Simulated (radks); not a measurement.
Task: Xe39+, configuration [Ne] 3s2 3p3. Calculated with a radial shooting solver on a logarithmic mesh with Libxc functionals: scalar-relativistic Kohn-Sham, LB94 model potential, spin-polarised, spherical densities, finite nucleus; open shells are filled with parallel spins first (spin-orbit coupling, left out, can overturn this in heavy ions); Fermi nuclear charge, rms radius 4.7859 fm. Some entries of the table are withheld. Estimate them.

orbital,occ.,eigenvalue (hartree),r(max) (bohr)
1s down,1,-1356.149,0.01715
1s up,1,-1356.142,0.01715
2s up,1,-282.1578,0.09632
2s down,1,-282.1071,0.09642
2p up,3,(1),(2)
2p down,3,(3),(4)
3s up,1,(5),0.2610
3s down,1,(6),0.2604
3p up,3,-104.4030,0.2513
3p down,0,-103.9132,0.2504

Result: 
(1) 2p up eigenvalue (hartree): -262.7890
(2) 2p up r(max) (bohr): 0.07717
(3) 2p down eigenvalue (hartree): -262.6091
(4) 2p down r(max) (bohr): 0.07724
(5) 3s up eigenvalue (hartree): -110.4494
(6) 3s down eigenvalue (hartree): -109.8901
